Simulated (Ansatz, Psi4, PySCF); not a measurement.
lanthanum atom (La), doublet (typed; the unrestricted solution is spin-contaminated) (core potentials on La). Base run: PBE/def2-TZVP in PySCF.

Here is a job for PySCF.
```python
from pyscf import gto, scf, dft

mol = gto.Mole()
mol.atom = '''
    La    0.000000    0.000000    0.000000
'''
mol.basis = 'def2-tzvp'
mol.ecp = {'La': 'def2-tzvp'}
mol.charge = 0
mol.spin = 1
mol.verbose = 3
mol.build()

mf = dft.UKS(mol)
mf.xc = 'pbe'
mf.kernel()
```

The same geometry, method and basis name were run in Ansatz (an electronic-structure program) and Psi4 and PySCF, at each program's defaults and at the settings that a row names. The base is PySCF at its defaults. Differences at the defaults can come from grids, fitting, cores and function types together.

| code and settings | ΔE vs base (mEh) | basis functions | E (Eh) | SCF cycles |
|---|---|---|---|---|
| PySCF, defaults (exact integrals, its default grid, spherical functions) | 0.000 | 40 | -31.49209 | 13 |
| Psi4, defaults (density fitting with its default set, its default grid, spherical functions) | -0.002 | 40 | -31.49210 | 11 |
| Ansatz, defaults (factorised integrals, its default grid, spherical functions) | 0.000 | 40 | -31.49209 | - |
| PySCF, density fitting with def2-universal-jkfit | -0.002 | 40 | -31.49210 | 13 |
| PySCF, fine grid | 0.000 | 40 | -31.49209 | 13 |
| Psi4, exact integrals, spherical functions, fine grid | 0.000 | 40 | -31.49209 | 13 |
| Ansatz, high accuracy | 0.000 | 40 | -31.49209 | - |

Open shells are given as the SCF converged; they aren't shown to be the lowest states, and a large step between rows can be another state.
